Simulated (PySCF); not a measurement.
A run for PySCF: R-HF/3-21G on H4O2Si (SMILES O[SiH2]O), a point of a torsion scan.

```python
from pyscf import gto, scf, dft, mp
from pyscf.data.elements import chemcore

mol = gto.M(
    atom='''
    O    -1.22724857    0.59690179    0.27610570
    Si   -0.08405522   -0.52858930   -0.02368882
    O     0.44119816   -1.16352755    1.37369125
    H    -1.13386587    1.50571557    0.01444623
    H     1.12473688    0.04323000   -0.59377753
    H    -0.74736118   -1.53868483   -0.83934261
    H    -0.17186885   -1.38375334    2.06957224
    ''',
    basis='3-21g',
    charge=0, spin=0, verbose=3, max_memory=1800)
mf = scf.RHF(mol)
mf.conv_tol = 1e-8
mf.max_cycle = 100
mf.kernel()
if not mf.converged:
    mf = mf.newton().run(mf.mo_coeff, mf.mo_occ)
```

Problem. Give the final energy of this run.

Solution. -438.6836 hartree.
